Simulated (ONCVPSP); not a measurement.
Pseudopotential generation for palladium (Pd): ONCV, PBE, scalar-relativistic.

ONCVPSP 4.0.1 was run on this input:

```
# ATOM AND REFERENCE CONFIGURATION
# atsym  z   nc   nv     iexc    psfile
  Pd 46.00    6    3        4      upf
#
#   n    l    f
    1    0    2.00
    2    0    2.00
    2    1    6.00
    3    0    2.00
    3    1    6.00
    3    2   10.00
    4    0    2.00
    4    1    6.00
    4    2   10.00
#
# PSEUDOPOTENTIAL AND OPTIMIZATION
# lmax
    3
#
#   l,   rc,      ep,       ncon, nbas, qcut
    0    1.55    0.00    3    7    8.70
    1    1.25    0.00    5    9    8.70
    2    1.90    0.00    5   10    9.10
    3    1.50    0.24    4    7    8.40
#
# LOCAL POTENTIAL
# lloc, lpopt,  rc(5),   dvloc0
    4    5    0.95    0.00
#
# VANDERBILT-KLEINMAN-BYLANDER PROJECTORs
# l, nproj, debl
    0    2    0.90
    1    2    0.60
    2    1    0.60
    3    1    2.80
#
# MODEL CORE CHARGE
# icmod, fcfact, rcfact
    3    6.00    1.40
#
# LOG DERIVATIVE ANALYSIS
# epsh1, epsh2, depsh
   -5.00    5.00    0.04
#
# OUTPUT GRID
# rlmax, drl
    6.00    0.01
#
# TEST CONFIGURATIONS
# ncnf
    4
# nvcnf
#   n    l    f
    3
    4    0    2.00
    4    1    6.00
    4    2    9.00
#
    3
    4    0    2.00
    4    1    6.00
    4    2    8.00
#
    3
    4    0    2.00
    4    1    6.00
    4    2    7.00
#
    4
    4    0    2.00
    4    1    6.00
    4    2    8.00
    5    0    1.00
#
```

Command:

```bash
oncvpsp.x < Pd.dat > Pd.out
```

Output (shortened: citation, most of the input echo, consistency checks and plot data are left out):

```
ONCVPSP  (Optimized Norm-Conservinng Vanderbilt PSeudopotential)
scalar-relativistic version 4.0.1

#   n    l    f        energy (Ha)
    1    0    2.00    -8.8809807E+02
    2    0    2.00    -1.2966141E+02
    2    1    6.00    -1.1624568E+02
    3    0    2.00    -2.3374806E+01
    3    1    6.00    -1.8965080E+01
    3    2   10.00    -1.1962057E+01
    4    0    2.00    -3.1358850E+00
    4    1    6.00    -1.8815280E+00
    4    2   10.00    -1.4875187E-01

Reference configufation results
  iterations    33
  all-electron total energy (Ha)   -5.04589139D+03

Begin loop to  construct optimized pseudo wave functions
and semi-local pseudopoentials for all angular momenta

WARNING wellstate: negative energy specified for n= 5 l=  0
WARNING scattering state with energy  0.25000000
WARNING will be used for the first projector

   Wellstate for l =  0  n =  6
     eigenvalue =   0.2500
     asymptotic potential =   0.7500
     half-point radius =  8.3425

Calculating optimized projector #   1

 for l=   0

    Fraction of norm inside rc  0.951743
    Optimizing pswf for qcut=   8.70 a_B^-1,  ecut=  37.81 Ha
    Residual kinetic energy error=  6.04D-07 Ha

    Energy error per electron        Cutoff
         Ha          eV             Ha
         0.01000     0.27211       19.19
         0.00100     0.02721       25.18
         0.00010     0.00272       29.54
         0.00001     0.00027       33.30

Calculating optimized projector #   2

 for l=   0

    Fraction of norm inside rc  0.027464
    Optimizing pswf for qcut=   8.70 a_B^-1,  ecut=  37.81 Ha
    Residual kinetic energy error=  1.45D-07 Ha

    Energy error per electron        Cutoff
         Ha          eV             Ha
         0.01000     0.27211        7.64
         0.00100     0.02721       20.35
         0.00010     0.00272       26.57
         0.00001     0.00027       31.24

WARNING wellstate: negative energy specified for n= 5 l=  1
WARNING scattering state with energy  0.25000000
WARNING will be used for the first projector

   Wellstate for l =  1  n =  5
     eigenvalue =   0.2500
     asymptotic potential =   0.7500
     half-point radius =  4.1380

Calculating optimized projector #   1

 for l=   1

    Fraction of norm inside rc  0.740926
    Optimizing pswf for qcut=   8.71 a_B^-1,  ecut=  37.93 Ha
    Residual kinetic energy error=  8.01D-04 Ha

    Energy error per electron        Cutoff
         Ha          eV             Ha
         0.01000     0.27211       26.27
         0.00100     0.02721       36.97
         0.00010     0.00272      142.24
         0.00001     0.00027      171.60

Calculating optimized projector #   2

 for l=   1

    Fraction of norm inside rc  0.045996
    Optimizing pswf for qcut=   8.71 a_B^-1,  ecut=  37.93 Ha
    Residual kinetic energy error=  1.31D-04 Ha

    Energy error per electron        Cutoff
         Ha          eV             Ha
         0.01000     0.27211       10.80
         0.00100     0.02721       29.40
         0.00010     0.00272       39.18
         0.00001     0.00027       91.38

Calculating optimized projector #   1

 for l=   2

    Fraction of norm inside rc  0.734177
    Optimizing pswf for qcut=   9.10 a_B^-1,  ecut=  41.42 Ha
    Residual kinetic energy error=  1.19D-07 Ha

    Energy error per electron        Cutoff
         Ha          eV             Ha
         0.01000     0.27211       20.93
         0.00100     0.02721       26.59
         0.00010     0.00272       31.42
         0.00001     0.00027       35.18

   Wellstate for l =  3  n =  4
     eigenvalue =   0.2400
     asymptotic potential =   0.7400
     half-point radius = 12.4511

Calculating optimized projector #   1

 for l=   3

    Fraction of norm inside rc  0.000200
    Optimizing pswf for qcut=   8.40 a_B^-1,  ecut=  35.31 Ha
    Residual kinetic energy error=  1.67D-07 Ha

    Energy error per electron        Cutoff
         Ha          eV             Ha
         0.01000     0.27211        0.52
         0.00100     0.02721        1.53
         0.00010     0.00272       10.54
         0.00001     0.00027       21.87

Construct Vanderbilt / Kleinmman-Bylander projectors

B matrix Hermiticity error, ll=   0
   1   2   -2.7977E-04

  Orthonormal projector coefficients  1.6812E+01  2.3178E+00

B matrix Hermiticity error, ll=   1
   1   2    2.5185E-04

  Orthonormal projector coefficients  1.3669E+01  2.5083E+00

Model core correction analysis
  based on d2Exc/dn_idn_j

d2excae - all-electron derivatives

   -3.401487D-02   -3.017035D-02   -1.686352D-02
   -3.017053D-02   -2.805457D-02   -1.761360D-02
   -1.686375D-02   -1.761372D-02   -1.719887D-02

d2excps - pseudofunction derivatives with no core correction

   -4.349540D-02   -3.309689D-02   -1.749975D-02
   -3.309826D-02   -3.061272D-02   -1.877082D-02
   -1.750025D-02   -1.877097D-02   -1.783044D-02

rms 2nd derivative error    3.612448E-03

rmatch, rhocmatch    0.6361   21.8385

Teter function model core charge with specified parameters

d2excps - pseudofunction derivatives with core correction

   -2.837569D-02   -2.633803D-02   -1.541211D-02
   -2.633801D-02   -2.639343D-02   -1.734859D-02
   -1.541219D-02   -1.734869D-02   -1.737593D-02

rms 2nd derivative error    2.755198E-03

Pseudoatom total energy -128.141982

Diagnostic tests using Vanderbilt-Kleinman-Bylander pseudopotentials
  1 or more projectors used as specified by nproj input data

   l    rcore       rmatch      e in        delta e   norm test  slope test

   0   1.5509790   1.5980701  -3.1358850   0.0000045   1.0001991   1.0001859
   0   1.5509790   1.5980701   0.2500000   0.0000475   1.0002901   1.0002901

   1   1.2504854   1.2884528  -1.8815280  -0.0000203   1.0001719   1.0002002
   1   1.2504854   1.2884528   0.2500000   0.0000083   1.0004110   1.0004110

   2   1.9008037   1.9585162  -0.1487519  -0.0000012   0.9999989   1.0000052

   3   1.5052756   1.5509790   0.2400000   0.0000281   1.0000037   1.0000037

 Testing for bound ghosts
   n   l    E NL Schr. Eq   E Basis Diag.   E Cutoff

   1   0       -3.135881       -3.135881     79.18

   2   1       -1.881548       -1.881322    252.85

   3   2       -0.148753       -0.146851    122.73

 Testing for highly-localized positive-energy ghosts
       l    <radius>/rc     E Basis Diag.   E Cutoff

       0        0.606384        5.716805     79.18  WARNING - GHOST(+)

Test configuration 0

   n   l     f        eae           eps        diff
   1   0  2.0000 -888.09806789
   2   0  2.0000 -129.66141268
   2   1  6.0000 -116.24568379
   3   0  2.0000  -23.37480635
   3   1  6.0000  -18.96507966
   3   2 10.0000  -11.96205705
   4   0  2.0000   -3.13588497   -3.13588051    4.46D-06
   4   1  6.0000   -1.88152800   -1.88154830   -2.03D-05
   4   2 10.0000   -0.14875187   -0.14875302   -1.15D-06

    Total energies and differences
      AE_ref= -5.04589139D+03  AE_tst= -5.04589139D+03  dif=  0.00D+00
      PS_ref= -1.28141982D+02  PS_tst= -1.28141982D+02  dif=  2.84D-12
      PSP excitation error= -2.84D-12

Test configuration 1

   n   l     f        eae           eps        diff
   1   0  2.0000 -888.51456186
   2   0  2.0000 -130.08003669
   2   1  6.0000 -116.66409995
   3   0  2.0000  -23.79386541
   3   1  6.0000  -19.38414227
   3   2 10.0000  -12.38120523
   4   0  2.0000   -3.55297633   -3.55260785    3.68D-04
   4   1  6.0000   -2.29556440   -2.29548790    7.65D-05
   4   2  9.0000   -0.53705891   -0.53706506   -6.15D-06

    Total energies and differences
      AE_ref= -5.04589139D+03  AE_tst= -5.04555641D+03  dif=  3.35D-01
      PS_ref= -1.28141982D+02  PS_tst= -1.27806996D+02  dif=  3.35D-01
      PSP excitation error= -3.61D-06

Test configuration 2

   n   l     f        eae           eps        diff
   1   0  2.0000 -889.03136842
   2   0  2.0000 -130.60102612
   2   1  6.0000 -117.18479811
   3   0  2.0000  -24.31259753
   3   1  6.0000  -19.90287743
   3   2 10.0000  -12.90042856
   4   0  2.0000   -4.06011143   -4.05936496    7.46D-04
   4   1  6.0000   -2.79643687   -2.79613829    2.99D-04
   4   2  8.0000   -1.00419901   -1.00406121    1.38D-04

    Total energies and differences
      AE_ref= -5.04589139D+03  AE_tst= -5.04479134D+03  dif=  1.10D+00
      PS_ref= -1.28141982D+02  PS_tst= -1.27041926D+02  dif=  1.10D+00
      PSP excitation error= -8.68D-06

Test configuration 3

psatom: WARNING lschvkbb convergence error n,l,iter=   3   2   3
ea(ii),et,emin,emax -1.487530E-01 -1.636283E-01 -1.636283E-01 -1.636283E-01
run_config: WARNING for fully non-local PS atom, stg. 1
 WARNING no output for configuration 4

Test configuration 4

   n   l     f        eae           eps        diff
   1   0  2.0000 -888.67833304
   2   0  2.0000 -130.25294607
   2   1  6.0000 -116.83643350
   3   0  2.0000  -23.96372336
   3   1  6.0000  -19.55402026
   3   2 10.0000  -12.55189746
   4   0  2.0000   -3.71002347   -3.70827128    1.75D-03
   4   1  6.0000   -2.44614458   -2.44551372    6.31D-04
   4   2  8.0000   -0.66044001   -0.66032113    1.19D-04
   5   0  1.0000   -0.45763772   -0.45758585    5.19D-05

    Total energies and differences
      AE_ref= -5.04589139D+03  AE_tst= -5.04539012D+03  dif=  5.01D-01
      PS_ref= -1.28141982D+02  PS_tst= -1.27640768D+02  dif=  5.01D-01
      PSP excitation error=  5.49D-05
```

The run took about 4.4 s on one core of a shared server CPU.
